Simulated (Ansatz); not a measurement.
Reaction (redistribution): `C=[CH][GaH2]` + `[SnH3][SnH3]` → `[GaH2][SnH3]` + `C=[CH][SnH3]`

Computed with Ansatz on PBE0-D4/def2-TZVP structures; ΔE is electronic, products minus reactants. CCSD(T)/CBS adds triple-zeta CCSD(T) − MP2 to the extrapolated MP2 energy (def2 sets, frozen cores). Functionals use def2-TZVPP. Elements past krypton have def2 core potentials. For Ga, Sn outer-core shells are correlated without core-valence functions, which leaves a few kJ/mol of doubt a bond. Scalar relativity is left out up to krypton.

```
       level  ΔE (kJ/mol)
   revPBE-D4         29.6
      B97M-V         29.7
CAM-B3LYP-D4         33.1
     ωB97X-V         31.9
```

Problem. What does CCSD(T)/CBS give? (An estimate is asked.)

Solution. Computed: +34.1 kJ/mol. The listed levels differ from it by -4.5, -4.4, -1.0, -2.2 kJ/mol.

Largest T1 diagnostic among the species: 0.014.

Leaving LDA and LC-ωPBE aside and taking each functional with its dispersion term where it has one, the values, not all of them listed here, spread over 4.7 kJ/mol, from revPBE-D4 to r2SCAN0-D4. LDA lies +3.6 kJ/mol from PBE without D4.
